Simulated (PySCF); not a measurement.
Vertical excitation energies

Compound: C₈H₁₀Ge.
SMILES: `C#C[C]1=C(CC)C=[CH][GeH2]1`

Computed, not measured: PySCF, TDDFT B3LYP/def2-SVPD, vertical, gas phase, core orbitals frozen in the response. Isolated species at its PBE0-D3(BJ)/def2-SVP geometry (one conformer only). Relativistic effects, spin–orbit coupling among them, are left out although an element past zinc is present. Torsions of this conformer, `[CH:1]#[C:2][C:3]1=[C:4]([CH2:5][CH3:6])[CH:7]=[CH:8][GeH2:9]1`: C3–C4–C5–C6 -101°.

Q: List the vertical singlet excitations with oscillator strengths and describe the spectrum.

A: 

| state | λ (nm) | E (eV) | f | \|μ\| (D) | main configurations (H = HOMO, L = LUMO) |
| --- | --- | --- | --- | --- | --- |
| S1 | 329.0 | 3.77 | 0.162 | 3.36 | H→L (96%) |
| S2 | 299.6 | 4.14 | 0.0009 | 0.24 | H-1→L (98%) |
| S3 | 233.5 | 5.31 | 0.0002 | 0.09 | H→L+1 (86%) |
| S4 | 225.0 | 5.51 | 0.016 | 0.88 | H-2→L (60%), H→L+2 (18%), H→L+3 (18%) |
| S5 | 221.8 | 5.59 | 0.011 | 0.71 | H→L+2 (64%), H→L+3 (11%), H-2→L (10%) |
| S6 | 219.8 | 5.64 | 0.0057 | 0.52 | H-3→L (86%), H→L+2 (9%) |
| S7 | 213.5 | 5.81 | 0.0008 | 0.19 | H→L+4 (75%) |
| S8 | 209.2 | 5.93 | 0.025 | 1.05 | H→L+3 (37%), H-4→L (30%), H-2→L (13%) |
| S9 | 205.1 | 6.04 | 0.0014 | 0.25 | H-5→L (86%) |
| S10 | 199.5 | 6.22 | 0.031 | 1.14 | H→L+5 (73%) |

Triplets (Tamm–Dancoff): T1 2.29 eV, H→L (96%); T2 3.92 eV, H-1→L (96%); T3 4.19 eV, H-2→L (65%), H→L+3 (23%); T4 5.14 eV, H→L+1 (65%), H→L+4 (11%).

The lowest singlet comes at 329 nm (364 kJ/mol) in the ultraviolet; it is strong; its leading configuration is HOMO→LUMO (96%). The lowest level is also the most intense of those listed (f = 0.162). Löwdin shares by element: HOMO carbon 68% or more (atoms not listed hold the other 32%); LUMO carbon 63% or more (atoms not listed hold the other 37%). The oscillator strengths of these states sum to 0.253; summed over the whole spectrum of an exact calculation they would give the number of electrons, 90 (Thomas–Reiche–Kuhn). The listed states span 2.45 eV, and the widest gap between neighbours is 1.17 eV (S2 to S3). Of the 10 states listed, 5 reach f = 0.01 and 1 stays under 0.0005. All these states lie below the vertical ionisation energy of 7.91 eV (ΔSCF). Singlets were solved by full linear response, triplets in the Tamm–Dancoff approximation.
